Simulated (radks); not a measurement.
All-electron atom: the niobium ion Nb3+ in [Kr] 4d2 (the NIST ground configuration). All-electron calculation, Dirac Kohn-Sham, LB94 model potential, spin-unpolarised, spherical densities, finite nucleus; open shells fill j = l - 1/2 first; Fermi nuclear charge, rms radius 4.324 fm. Program: a radial shooting solver on a logarithmic mesh with Libxc functionals.

Spin-orbit splittings of the eigenvalues, e(l+1/2) - e(l-1/2), with zeta = 2 splitting/(2l+1) and mean radii in bohr:

| shell | occ. | splitting (eV) | zeta (eV) | <r> j=l-1/2 | <r> j=l+1/2 |
|---|---|---|---|---|---|
| 2p | 6 | 97.08 | 64.72 | 0.1341 | 0.1386 |
| 3p | 6 | 15.59 | 10.39 | 0.4383 | 0.4488 |
| 3d | 10 | 2.951 | 1.180 | 0.4288 | 0.4323 |
| 4p | 6 | 2.282 | 1.521 | 1.250 | 1.280 |
| 4d | 2 | 0.2419 | 0.09674 | 1.691 | 1.703 |
| 5p | 0 | 0.4642 | 0.3095 | 3.010 | 3.060 |
